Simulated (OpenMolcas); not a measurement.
Computed levels of 3s2 3p in ions with 13 electrons, in cm-1 above 2P* 1/2.

```json
{"Program": "OpenMolcas", "Method": "SS-CASPT2, IPEA 0.25 Eh, imaginary shift 0.1 Eh", "Basis": "ANO-R2", "Scalar Hamiltonian": "X2C, finite nucleus", "Spin-orbit coupling": "state interaction with AMFI integrals over the reference wave functions, term energies averaged over their components"}
```

Active space for each ion: 1 electron in 3 orbitals (3p); closed shells correlated by CASPT2: 2s 2p 3s.

```tsv
Level	P2+	Cl4+	Ar5+
2P* 3/2	505	1389	2105
```

Question: Estimate 2P* 3/2 for S3+ from its neighbours P2+ and Cl4+.

Answer: 2P* 3/2 is fine structure, which grows about as the fourth power of a screened charge, so the fourth roots are averaged: ((505^0.25 + 1389^0.25) / 2)^4 = 865. The calculation gives 868, so the estimate is off by -0.3 %; the measured value is 951 (NIST levels in Podobedova, Kelleher and Wiese, J. Phys. Chem. Ref. Data 38, 171 (2009)).

With one active electron, CASPT2 adds the correlation within the correlated inactive shells and between them and that electron, and leaves the splitting within a term as the reference gives it. Measured partners are found by configuration, term and J. A level has none where our copy of the source lacks it or the pairing is in doubt (some pairs that miss far off the trend of their configuration count as doubtful), and it then counts in no deviation. Levels of configurations outside the active space are missing.

* marks odd parity.
